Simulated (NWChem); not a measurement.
Two isomers of C₃H₇FSi, each optimised at B3LYP/6-31G* with NWChem. Flexible species stand in one conformer each, which need not be the lowest. Pople sets run with spherical d functions.

A: [C@@H]1(C[C@@H]1[SiH3])F
B: F[SiH]1CCC1

Question: Which is lower in energy, by how much, and how do their other properties compare?

Answer: B is lower by 60.3 kcal/mol in electronic energy; with zero-point energies, B − A = -56.9 kcal/mol.
```csv
,A,B
highest occupied level (eV),-7.61,-7.70
orbital gap (eV),8.62,8.66
dipole (D),1.00,1.66
highest harmonic frequency (cm⁻¹),3235,3139
zero-point energy (kcal/mol),55.9,59.4
```
